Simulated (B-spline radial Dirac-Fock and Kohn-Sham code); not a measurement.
## Photoabsorption cross section of Ni⁶⁺ by shell

System: nickel as Ni⁶⁺, configuration [Ar] 3d4.

Method: independent-particle photoionisation in a Dirac-Hartree-Slater potential with a Latter tail, all multipoles, thresholds from Dirac-Fock ΔSCF. Computed with a radial atomic solver.

Computed thresholds (eV): K 8477.2, L1 1161.2, L2 1020.2, L3 1003.1, M1 247.4, M2 200.7, M3 198.2, M4 130.6, M5 130.2.

```tsv
photon energy (eV)	total (b)	K (%)	L (%)	M (%)
173	2.309e+06	–	–	100.0
196	1.761e+06	–	–	100.0
257	2.083e+06	–	–	100.0
279	1.810e+06	–	–	100.0
712	284700	–	–	100.0
1210	713000	–	88.0	12.0
1970	211800	–	87.7	12.3
2830	81900	–	87.4	12.6
2950	73320	–	87.3	12.7
2960	72660	–	87.3	12.7
3110	63660	–	87.3	12.7
3400	50110	–	87.2	12.8
12700	10830	88.3	10.1	1.6
35200	607.8	89.5	9.1	1.5
47000	258.1	89.6	9.0	1.4
49200	225.1	89.6	9.0	1.4
89300	37.00	89.7	8.9	1.4
101000	25.39	89.7	8.9	1.4
142000	8.940	89.7	8.8	1.4
```

Question: With what power of the photon energy does the total fall between 101000 and 142000 eV?

Answer: As E^-3.06. The non-relativistic Born limit for an s electron far above threshold is E^-3.5; near threshold and at relativistic energies the fall is slower.

Run: 2.2 s of CPU time on 1 thread of Intel(R) Xeon(R) Platinum 8488C (shared host), peak memory 0.44 GiB.
